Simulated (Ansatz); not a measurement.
C$_{4}$H$_{11}$Al, SMILES `CC[CH](C)[AlH2]`, relaxed with RKS PBE-D4/def2-SVP in Ansatz from a rough embedded geometry. The force threshold is 0.03 eV/Å; the program also tests the step.

Total charge 0; spin multiplicity 1.

Start:

```xyz
16

C    -0.608   -1.373    1.412
C    -0.729   -0.677    0.050
C     0.029    0.693   -0.038
C    -0.504    1.429   -1.349
Al    2.005    0.464   -0.135
H    -0.877   -0.667    2.209
H    -1.167   -2.288    1.430
H     0.500   -1.618    1.539
H    -1.801   -0.557   -0.114
H    -0.374   -1.391   -0.753
H    -0.208    1.269    0.851
H     0.053    2.406   -1.366
H    -0.196    0.899   -2.208
H    -1.520    1.628   -1.223
H     2.621   -0.155   -1.470
H     2.775   -0.060    1.166
```

How much energy does the relaxation release, and in how many steps? (An estimate is asked.)

Computed: 69.71 kJ/mol, in 12 steps, 1 of them rejected.

Which bonds change most? (An estimate is asked.)

Computed: C4–H14 from 1.044 to 1.114 Å; C3–C4 from 1.596 to 1.538 Å; C4–H13 from 1.056 to 1.112 Å; C1–H7 from 1.073 to 1.109 Å.

Give the relaxed structure. (Estimate.)

The calculation gave: 
```xyz
16

C    -0.453   -1.462    1.267
C    -0.851   -0.619    0.052
C    -0.048    0.691   -0.054
C    -0.407    1.491   -1.318
Al    1.880    0.201    0.059
H    -0.592   -0.902    2.215
H    -1.031   -2.405    1.342
H     0.623   -1.767    1.221
H    -1.945   -0.403    0.090
H    -0.701   -1.219   -0.875
H    -0.284    1.315    0.840
H     0.115    2.471   -1.365
H    -0.149    0.935   -2.246
H    -1.498    1.706   -1.370
H     2.461   -0.856   -1.008
H     2.880    0.824    1.152
```
